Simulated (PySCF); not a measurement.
**How methods differ on the excitation energy of I²⁺**

I²⁺ [Kr] 4d10 5s2 5p3 (4S) → I²⁺ [Kr] 4d10 5s1 5p4 (4P), as a difference of total energies. Computed with PySCF 2.14 in x2c-TZVPPall (8s6p4d2f, 60 functions), with scalar relativity by spin-free X2C-1e. Correlated levels: valence and next inner shell: [Ar] 3d10 frozen. The calculations carry no spin-orbit coupling.

```json
{"method": "UHF", "excitation energy (eV)": "11.143"}
{"method": "MP2 (valence and next inner shell)", "excitation energy (eV)": "11.486"}
{"method": "SCS-MP2 (valence and next inner shell)", "excitation energy (eV)": "11.398"}
{"method": "CCSD (valence and next inner shell)", "excitation energy (eV)": "11.101"}
{"method": "CCSD(T) (valence and next inner shell)", "excitation energy (eV)": "10.945"}
```

How much does correlation contribute at CCSD(T) (valence and next inner shell)?

10.945 − (11.143) = -0.198 eV, measured against UHF.

The coupled-cluster amplitudes are large for the upper state (T1 above 0.03 or a double amplitude above 0.15), so a single reference is strained.
